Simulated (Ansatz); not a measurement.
Born–Oppenheimer molecular dynamics of BF$_{2}$H$_{3}$O (7 atoms, charge 0, multiplicity 1). It starts at the highest image of a converged band. Of that band: Beside the main top the profile has a ripple of under 15 meV (maxima at images 1, 3), which may be a very shallow well or noise. Neighbouring images differ by up to 1.9 eV, so the band resolves the path poorly. A vibrational analysis at the climbing image gives one clearly imaginary mode, 1204i cm⁻¹: a first-order saddle point.

The calculation used Ansatz, RKS B3LYP-D4/def2-SVP.

```json
{
 "ensemble": "NVE (velocity Verlet)",
 "time step": "0.5 fs",
 "steps asked": "200",
 "starting velocities drawn for": "100 K",
 "seed": "9160"
}
```

First frame:

```xyz
7
Properties=species:S:1:pos:R:3
B 0.099 0.219 0.030
F -0.021 -0.039 1.652
O 1.321 -0.125 -0.451
H 1.289 -0.880 -1.053
F -1.045 -0.197 -0.526
H 0.065 1.543 0.326
H 0.011 1.054 1.251
```

**Question.** How far do the bonds stretch over the last three quarters of this one trajectory? (Pairs bonded in most of those frames.)

**Answer.** 
```
 bond  mean (Å)  spread (Å)  shortest  longest
B1–F2     1.332       0.059      1.22     1.42
B1–O3     1.366       0.053      1.28     1.48
B1–F5     1.333       0.028      1.29     1.39
O3–H4     0.971       0.014      0.94     1.00
H6–H7     0.766       0.016      0.74     0.79
```

Mean temperature of the second half: 2370 K. The conserved energy stayed within 0.19 meV per atom of its start (net change -0.054 meV per atom), so the integration is sound. The kinetic energy rose, since the run started high on the potential surface and went downhill. It ends in pieces (BF2HO + H2), so much of that is their flight and rotation, not heat. A run of 0.1 ps of so small a system gives no equilibrium averages. The orbitals stay closed-shell, which can raise the energy where a bond breaks towards radicals; this wasn't checked here.

The run took 8 min on 1 thread of Intel(R) Xeon(R) Platinum 8175M CPU @ 2.50GHz (Skylake/Cascade Lake) (shared host), peak memory 0.14 GiB.
